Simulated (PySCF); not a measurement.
How the method changes the constants of InGe⁺

State: ³Π (triplet), unpaired electrons σ ↑, π ↑. Set-up: In cc-pVDZ-PP with ECP28, Ge cc-pVDZ-PP with ECP10; scalar-relativistic core potentials (PySCF 2.14). De refers to In⁺ + Ge in their high-spin ground configurations, without counterpoise correction. The functionals are run spin-unrestricted. A positive dipole points towards Ge; it is taken about the centre of mass and depends on that origin.

```tsv
Level	Re (Å)	ωe (cm⁻¹)	De (eV)	μ (D)
UHF	3.356	71.7	0.418	-1.83
UHF-MP2	3.193	85.8	0.58	n/a
UHF-SCS-MP2	3.241	80.6	0.52	n/a
UHF-CCSD	3.213	85.5	0.56	n/a
UHF-CCSD(T)	3.187	88.4	0.59	n/a
PBE	3.138	92.6	0.93	-0.29
PBEsol	3.061	101	1.02	-0.11
r²SCAN	3.097	95.2	0.87	-0.42
TPSSh	3.120	93.0	0.84	-0.56
PBE0	3.117	94.6	0.83	-0.57
MN15	3.170	92.5	0.90	-0.50
```

The bond length runs from 3.061 Å (PBEsol) to 3.356 Å (UHF). De spans 0.42 eV (UHF, mean field) to 1.02 eV (PBEsol, GGA). Correlation at CCSD(T) changes the Hartree–Fock bond energy by +0.17 eV; the triples alone change it by +0.03 eV.

Correlated steps freeze 8 core orbitals. Correlated levels converge slowly with the basis: in double zeta they bind strong bonds too weakly, by up to about 1 eV, and carry superposition errors of some tenths. Spin–orbit coupling is left out, which matters for elements this heavy, above all for dissociation energies. For an ion De counts to the pair picked by the measured ionisation energies or electron affinities, which need not be the lowest pair at this level. The state was picked by a PBE0 search and need not be the measured ground state.
